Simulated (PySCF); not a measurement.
Numbering as in the mapped SMILES `[CH2:1]=[CH:2][Si@@H:3]1[SiH2:4][SiH2:5][C@@H:6]1[C:7]#[N:8]`. Each H is labelled by its parent atom. Ha(Si4), Ha(Si5) are cis to C2 on the ring; Ha(C1) is cis to Si3; Hb(Si4), Hb(Si5) are trans to C2 on the ring; Hb(C1) is trans to Si3.

Calculated, not measured (PySCF 2.14): coordinates at the GFN2-xTB level, PBE0/pcSseg-1 with gauge-including orbitals. No solvent, single conformer, relativity neglected.

**Question.** Predict the 2D correlation tables (HSQC, COSY, HMBC).

**Answer.** 

HSQC (one-bond C–H):
```
           δH          δC
7.21 (Hb(C1))  153.5 (C1)
6.54 (Ha(C1))  153.5 (C1)
 6.52 (H(C2))  134.9 (C2)
 2.05 (H(C6))    1.5 (C6)
```

COSY cross peaks (H two or three bonds apart, from the bond graph; peaks can be absent where the dihedral angle is near 90°):
```
            δH              δH
 7.21 (Hb(C1))   6.54 (Ha(C1))
 7.21 (Hb(C1))    6.52 (H(C2))
 6.54 (Ha(C1))    6.52 (H(C2))
  6.52 (H(C2))   5.19 (H(Si3))
 5.19 (H(Si3))  4.43 (Hb(Si4))
 5.19 (H(Si3))  4.35 (Ha(Si4))
 5.19 (H(Si3))    2.05 (H(C6))
4.97 (Hb(Si5))  4.83 (Ha(Si5))
4.97 (Hb(Si5))  4.43 (Hb(Si4))
4.97 (Hb(Si5))  4.35 (Ha(Si4))
4.97 (Hb(Si5))    2.05 (H(C6))
4.83 (Ha(Si5))  4.43 (Hb(Si4))
4.83 (Ha(Si5))  4.35 (Ha(Si4))
4.83 (Ha(Si5))    2.05 (H(C6))
4.43 (Hb(Si4))  4.35 (Ha(Si4))
```

HMBC (two and three bonds, from the bond graph):
```
            δH                                            δC
 7.21 (Hb(C1))                                    134.9 (C2)
 6.54 (Ha(C1))                                    134.9 (C2)
  6.52 (H(C2))                          153.5 (C1), 1.5 (C6)
 5.19 (H(Si3))  153.5 (C1), 134.9 (C2), 124.3 (C7), 1.5 (C6)
4.97 (Hb(Si5))                          124.3 (C7), 1.5 (C6)
4.83 (Ha(Si5))                          124.3 (C7), 1.5 (C6)
4.43 (Hb(Si4))                          134.9 (C2), 1.5 (C6)
4.35 (Ha(Si4))                          134.9 (C2), 1.5 (C6)
  2.05 (H(C6))                        134.9 (C2), 124.3 (C7)
```

Scale: 1H and 13C vs TMS (reference shieldings calculated alike).

Shifts are as computed. Against solution values, carbons near 30 ppm lie about +3 ppm off and those near 130 ppm about +5 ppm. Of 1309 compounds with measured shifts, 239 miss one by over three times the rms of a fit or turn the order of signals round; such compounds aren't used in these exercises.
